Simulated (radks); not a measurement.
The strontium ion Sr2+ inside a hard spherical wall (all orbitals vanish at R), configuration held at [Kr] and not refilled when levels cross. Method: scalar-relativistic Kohn-Sham, LDA (Slater exchange, Perdew-Wang correlation), spin-polarised, spherical densities, finite nucleus; Fermi nuclear charge, rms radius 4.224 fm; computed with a radial shooting solver on a logarithmic mesh with Libxc functionals. Eigenvalues in eV for spin up, with the zero of energy where the potential of the charges vanishes at infinity; a dash marks a level that is unbound or too diffuse for the functional's potential to be trusted. A positive occupied level is held by the wall or, in an anion where self-interaction has pushed it up, behind a barrier. The pressure on the wall is -dE/dV.

| R (bohr) | E (hartree) | kinetic (hartree) | e(3p) | e(3d) | e(4s) | e(4p) | e(5s, empty) | e(4d, empty) | pressure (GPa) |
|---|---|---|---|---|---|---|---|---|---|
| free | -3175.15117 | 3254.986 | -269.92 | -142.40 | -54.859 | -36.656 | -13.554 | -13.396 | 0 |
| 12 | -3175.15117 | 3254.986 | -269.92 | -142.40 | -54.859 | -36.656 | -13.554 | -13.396 | < 0.0001 |
| 8 | -3175.15117 | 3254.986 | -269.92 | -142.40 | -54.859 | -36.656 | -13.508 | -13.389 | < 0.0001 |
| 7 | -3175.15116 | 3254.986 | -269.91 | -142.40 | -54.859 | -36.656 | -13.371 | -13.364 | 0.000938 |
| 6 | -3175.15105 | 3254.988 | -269.91 | -142.39 | -54.854 | -36.651 | -12.875 | -13.261 | 0.0229 |
| 5 | -3175.14908 | 3255.013 | -269.83 | -142.32 | -54.797 | -36.592 | -11.144 | -12.837 | 0.545 |
| 4 | -3175.11911 | 3255.295 | -269.11 | -141.60 | -54.268 | -36.010 | -4.913 | -11.041 | 12.5 |
| 2 | -3169.13557 | 3281.502 | -236.06 | -108.76 | -21.183 | 2.955 | 148.66 | 43.790 | 9480 |
